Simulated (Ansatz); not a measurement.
`FC(F)C(F)(C(F)F)C(F)F`. Charge 0, multiplicity 1.

Z-matrix (Å, degrees):
```
C
F 1 1.339
C 1 1.538 2 110.0
F 1 1.356 2 107.6 3 118.7
H 1 1.094 2 109.6 3 -123.8
F 3 1.362 1 108.7 2 44.1
C 3 1.538 1 111.1 2 -77.1
C 3 1.533 1 109.1 2 161.0
F 7 1.340 3 109.8 1 159.2
F 7 1.351 3 110.6 1 40.2
H 7 1.095 3 110.9 1 -80.0
F 8 1.358 3 108.3 1 55.6
F 8 1.343 3 110.8 1 173.8
H 8 1.092 3 111.3 1 -64.6
```

List the harmonic frequencies (cm⁻¹, unscaled) at PBE0-D4/def2-TZVP in Ansatz. (Estimate.)

The calculation gave: 46, 74, 85, 159, 172, 209, 263, 273, 318, 343, 371, 452, 554, 576, 595, 715, 765, 859, 1063, 1105, 1123, 1147, 1180, 1193, 1201, 1224, 1262, 1371, 1377, 1388, 1407, 1424, 1432, 3085, 3100, 3130.

Is this a minimum?

Yes, all 36 modes are real.

Give the ideal-gas thermochemistry at 298.15 K and 1 bar (rigid rotor, harmonic oscillator; point group C1, symmetry number 1).

Zero-point energy 209.6 kJ/mol; H(298) − E = 239.1 kJ/mol; entropy 426.0 J/(mol·K), of which translation 173.9, rotation 125.9, vibration 126.1; G(298) − E = 112.1 kJ/mol. Modes under 100 cm⁻¹ are hindered rotations or soft bends, so the harmonic entropy is rough.

Rotational constants (cm⁻¹)?

0.0414, 0.03714, 0.02548.
